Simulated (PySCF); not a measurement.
# C6H8N: g tensor and hyperfine couplings

C6H8N (doublet state).
Cartesian coordinates in Å at the GFN2-xTB level; atoms count from 1:
```xyz
15
C6H8N angstrom
C     -1.3408   -1.1318    0.6794
C     -0.4215   -0.0108    0.6908
C      0.9413   -0.2046    0.0491
C      1.9238   -1.0439    0.2932
C      0.7155    0.8684   -0.9865
C     -0.6612    1.0623   -0.4293
N     -1.6032    1.7794   -0.8030
H     -1.2893   -1.8510   -0.1156
H     -2.1983   -1.1479    1.3249
H     -0.3852    0.4802    1.6687
H      2.8272   -1.0468   -0.2944
H      1.8629   -1.7613    1.0943
H      0.7373    0.5378   -2.0251
H      1.3549    1.7474   -0.8965
H     -2.4679    1.7307   -0.2720
```

The hyperfine couplings belong to this conformer and change with its torsions.

The species is `[C@@H]1(C(=C)C/C1=N/[H])[CH2]` [radical].

Method used: UKS B3LYP, pcH-1 on C H N, non-relativistic, mean-field spin-orbit, GIAO (PySCF). Isolated species at its GFN2-xTB geometry (one conformer only). The geometry wasn't refined by DFT: couplings that depend on bond lengths, twists or pyramidal angles can differ widely from those at the functional's own minimum. No stability test was run, so a lower SCF solution isn't excluded.

* g1, g2, g3: 2.00209, 2.00269, 2.00292
* g_iso: 2.00256
* Form of g: rhombic: the two nearest values differ by 28 % of g3 − g1
* ⟨S²⟩: 0.7544 (exact 0.7500)
* α and β electrons: 26, 25

Isotropic coupling and dipolar principal values T1 to T3, in mT (MHz turned into mT with g_iso):

| atom | isotope | a_iso | T1 | T2 | T3 | Mulliken spin population |
| --- | --- | --- | --- | --- | --- | --- |
| C1 | 13C | 3.42 | -2.75 | -2.72 | 5.48 | 1.03 |
| C2 | 13C | -1.29 | -0.09 | -0.03 | 0.12 | -0.09 |
| C3 | 13C | 1.33 | -0.11 | -0.07 | 0.18 | 0.03 |
| C4 | 13C | -0.04 | -0.06 | 0.01 | 0.05 | 0.00 |
| C5 | 13C | 0.04 | -0.06 | -0.02 | 0.08 | 0.01 |
| C6 | 13C | 3.23 | -0.38 | -0.33 | 0.71 | 0.07 |
| N7 | 14N | 0.14 | -0.08 | -0.04 | 0.13 | 0.02 |
| H8 | 1H | -2.06 | -1.31 | -0.02 | 1.33 | -0.04 |
| H9 | 1H | -2.12 | -1.33 | -0.01 | 1.33 | -0.04 |
| H10 | 1H | 1.32 | -0.17 | -0.14 | 0.31 | 0.02 |
| H11 | 1H | 0.05 | -0.05 | -0.02 | 0.07 | 0.00 |
| H12 | 1H | 0.01 | -0.09 | -0.07 | 0.16 | 0.00 |
| H13 | 1H | 0.08 | -0.05 | -0.04 | 0.10 | 0.00 |
| H14 | 1H | -0.03 | -0.06 | -0.04 | 0.10 | 0.00 |
| H15 | 1H | 0.34 | -0.10 | -0.04 | 0.14 | 0.01 |

Largest spin populations (Mulliken): C1 (+1.03), C2 (-0.09) and C6 (+0.07). C1 is the only atom above +0.15. The positive populations add up to 1.19 and the negative ones to -0.19, together 2S = 1. The angles at C1 add up to 358.7°, so it is planar; its axial dipolar tensor and the negative couplings of its protons fit spin in a p orbital normal to that plane.

Axes: g2 points within 14° of the C1–H9 bond.

Under fast tumbling the dipolar parts average out, and these isotropic splittings remain: 2 × 1H (H8/H9, I = 1/2, 3 lines) with 2.09 mT, 1 × 1H (H10, I = 1/2, 2 lines) with 1.32 mT, 1 × 1H (H15, I = 1/2, 2 lines) with 0.34 mT, 1 × 14N (N7, I = 1, 3 lines) with 0.14 mT, 1 × 1H (H13, I = 1/2, 2 lines) with 0.08 mT and 1 × 1H (H11, I = 1/2, 2 lines) with 0.05 mT.

Class means assume fast exchange of nuclei equivalent by connectivity; if that motion is slow, each nucleus keeps its own coupling.

The 13C coupling of C1 (95.8 MHz) shows only in satellite lines or after enrichment, since that isotope makes up about 1.07 % of natural carbon.

β density exceeds α density at some nuclei, such as C2 (-0.0321), H8/H9 (-0.0131) and C4 (-0.0010), spin density in bohr⁻³. In a single determinant that takes different orbitals for the two spins, that is spin polarisation.
